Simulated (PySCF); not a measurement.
## How methods differ on the ionisation energy of Bi⁷⁹⁺

Bi⁷⁹⁺ [He] 2s2 (1S) → Bi⁸⁰⁺ [He] 2s1 (2S), as a difference of total energies. Calculation: PySCF 2.14, in an even-tempered Gaussian basis (18 s from 65 bohr⁻², ratio 2.2; 8 p from 98 bohr⁻², ratio 2.4; 5 d from 290 bohr⁻², ratio 2.4; 5 f from 440 bohr⁻², ratio 2.4; 4 g from 660 bohr⁻², ratio 2.4); the spin-free X2C one-electron Hamiltonian (Gaussian nucleus). Correlated levels: nothing frozen; virtual orbitals above 40 to 60 times the deepest correlated orbital energy dropped. The calculations carry no spin-orbit coupling.

```tsv
method	ionisation energy (eV)
UHF	25302.8
LDA	25289.6
PBE	25313.8
PBE0	25311.4
r2SCAN	25299.7
BLYP	25312.8
BHandHLYP	25308.5
MP2 (all electrons)	25307.0
SCS-MP2 (all electrons)	25307.8
```

Task: How much does correlation contribute at MP2 (all electrons)?

Result: 25307.0 − (25302.8) = 4.2 eV, measured against UHF.

For this ion Breit and QED terms and the two-electron picture change, all absent here, outweigh the differences among the correlated methods.

For comparison: 25260 ± 140 eV (theoretical estimate listed by NIST; NIST Atomic Spectra Database, ionization energies).
